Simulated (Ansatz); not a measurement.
`[OH][Zr]([F])([Cl])[I]` from Hartree–Fock to CCSD(T)

Cartesian coordinates in Å:
```
O -0.1056 -0.6285 -1.3377
Zr 0.0316 0.2991 0.2930
F -0.6940 2.0287 0.0738
Cl 2.2832 0.4751 0.9052
I -1.3592 -1.0376 2.2092
H -0.1561 -1.1368 -2.1435
```

Total charge 0; spin multiplicity 1. Correlated methods include outer-core shells of I, Zr, which these sets cover unevenly. Zr, I: def2 effective core potential. Geometry: relaxed with PBE0-D4/def2-TZVP. It is one conformer, not always the lowest. Frozen core, restricted reference, the Gaussian-basis code of Ansatz.

| basis | HF (Eh) | MP2 corr. | CCSD corr. | (T) | CCSD(T) total |
| --- | --- | --- | --- | --- | --- |
| def2-SVP | -977.59357 | -0.86907 | -0.88333 | -0.02633 | -978.50323 |
| def2-TZVPP | -977.99488 | -1.52149 | -1.49707 | -0.05435 | -979.54630 |
| def2-QZVPP | -978.02149 | -1.80689 | – | – | – |
